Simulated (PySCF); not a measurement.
Isomers of C7H15As, from PBE0-D3(BJ)/def2-SVP geometry optimisation, gas phase (PySCF 2.14.0). One conformer each, no zero-point energy, no frequencies.

Problem. Which is lowest in electronic energy at this level?
A. `[CH3:1][CH2:2][CH:3]1[CH2:4][CH2:5][AsH:6][CH2:7][CH2:8]1` with C1–C2–C3–C4 -169°, C2–C3–C4–C5 173°, C3–C4–C5–As6 65°, C4–C5–As6–C7 -57°, C5–As6–C7–C8 57°: A = 3283, B = 718.6, C = 626.3 MHz, dipole 1.32 D
B. `[CH2:1]=[CH:2][CH2:3][As:4]([CH3:5])[CH:6]([CH3:7])[CH3:8]` with C1–C2–C3–As4 100°, C2–C3–As4–C5 -57°, C3–As4–C6–C7 66°: A = 1804, B = 1064, C = 912.2 MHz, dipole 0.81 D
C. `[CH2:1]=[C:2]([CH3:3])[C@H:4]([AsH2:5])[CH2:6][CH2:7][CH3:8]` with C1–C2–C4–As5 -110°, C2–C4–As5–H 152° and 59°, C2–C4–C6–C7 -172°, C4–C6–C7–C8 176°: A = 1386, B = 950.4, C = 659.2 MHz, dipole 0.89 D

Solution. A. That is `C1CC(CC)CC[AsH]1`, 21.4 kcal/mol below the next.

| SMILES | mapped SMILES | E (Eh) | relative (kcal/mol) | relative (kJ/mol) | dipole (D) |
| --- | --- | --- | --- | --- | --- |
| CCC1CC[AsH]CC1 | [CH3:1][CH2:2][CH:3]1[CH2:4][CH2:5][AsH:6][CH2:7][CH2:8]1 | -2510.59928 | 0.0 | 0.0 | 1.32 |
| C=CC[As](C)C(C)C | [CH2:1]=[CH:2][CH2:3][As:4]([CH3:5])[CH:6]([CH3:7])[CH3:8] | -2510.56516 | 21.4 | 89.6 | 0.81 |
| C=C(C)[C@H]([AsH2])CCC | [CH2:1]=[C:2]([CH3:3])[C@H:4]([AsH2:5])[CH2:6][CH2:7][CH3:8] | -2510.56115 | 23.9 | 100.1 | 0.89 |

As drawn, the highest has a C=C bond outside aromatic rings, which the lowest lacks.
